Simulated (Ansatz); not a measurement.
Reactions of `[SiH3][GeH2][GeH2][SiH2][GeH3]`.

Gas-phase electronic energies from Ansatz, PBE0-D4/def2-TZVP geometries. CCSD(T)/CBS adds triple-zeta CCSD(T) − MP2 to the extrapolated MP2 energy (def2 sets, frozen cores). This one scheme is used for every species. DFT in def2-TZVPP. B3LYP here is the variant with VWN-RPA as its local correlation; programs differ in this. def2 core potentials past Kr. For Ge, Sn outer-core shells are correlated without core-valence functions, which leaves a few kJ/mol of doubt a bond. Scalar relativity is left out up to krypton. One conformer a species, not always the lowest.

```csv
reaction,ωB97M-V (kcal/mol),CCSD/CBS(def2) (kcal/mol),HF/CBS(def2) (kcal/mol),B3LYP-D4 (kcal/mol),CCSD(T)/CBS(def2) (kcal/mol)
`[SiH3][GeH2][GeH2][SiH2][GeH3]` + `[SiH3][SiH3]` → `[SiH3][SiH2][GeH2][GeH2][SiH2][GeH3]` + SiH₄,-2.1,-1.8,0.5,-2.5,-2.3
`[SiH3][GeH2][GeH2][SiH2][GeH3]` + `[SiH3][SiH2][GeH3]` → `[SiH3][SiH2][GeH2][GeH2][SiH2][GeH3]` + `[SiH3][GeH3]`,-0.7,-0.5,1.1,-1.0,-0.8
`[SiH3][GeH2][GeH2][SiH2][GeH3]` + `N=[CH][SnH3]` → `[SiH3]/N=[CH]\[SnH3]` + `[GeH3][SiH2][GeH2][GeH3]`,-2.4,-1.8,-5.8,-3.0,-1.7
`[SiH3][GeH2][GeH2][SiH2][GeH3]` + `C=O` → `O=[CH][GeH2][SiH3]` + `[GeH3][SiH2][GeH3]`,15.7,16.7,13.0,15.7,16.9
`[SiH3][GeH2][GeH2][SiH2][GeH3]` + CH₃NH₂ → `C[NH][GeH2][SiH3]` + `[GeH3][SiH2][GeH3]`,12.3,12.5,7.7,12.6,12.8
`[SiH3][GeH2][GeH2][SiH2][GeH3]` → `[SiH3][GeH2][SiH2][GeH2][GeH3]`,-0.1,-0.1,0.1,0.0,-0.1
`[SiH3][GeH2][GeH2][SiH2][GeH3]` + `[SiH3][SiH2][GeH3]` → `[SiH3][SiH2][GeH2][GeH2][GeH2][SiH3]` + `[SiH3][GeH3]`,-4.2,-4.0,-2.8,-4.5,-4.2
`[SiH3][GeH2][GeH2][SiH2][GeH3]` + `O[SiH3]` → `[SiH3][O][GeH2][SiH3]` + `[GeH3][SiH2][GeH3]`,3.0,3.1,-5.8,2.8,3.9
`[SiH3][GeH2][GeH2][SiH2][GeH3]` + `[SiH3][GeH2][SiH3]` → `[SiH3][GeH2][SiH2][GeH2][SiH2][GeH3]` + `[SiH3][GeH3]`,2.8,3.1,5.3,2.5,2.7
`[SiH3][GeH2][GeH2][SiH2][GeH3]` + `[SiH3][GeH3]` → `[SiH3][GeH2][GeH2][SiH2][SiH2][GeH3]` + GeH₄,1.6,2.0,4.5,0.9,1.3
```

Largest T1 diagnostic: 0.015, for `C=O`.
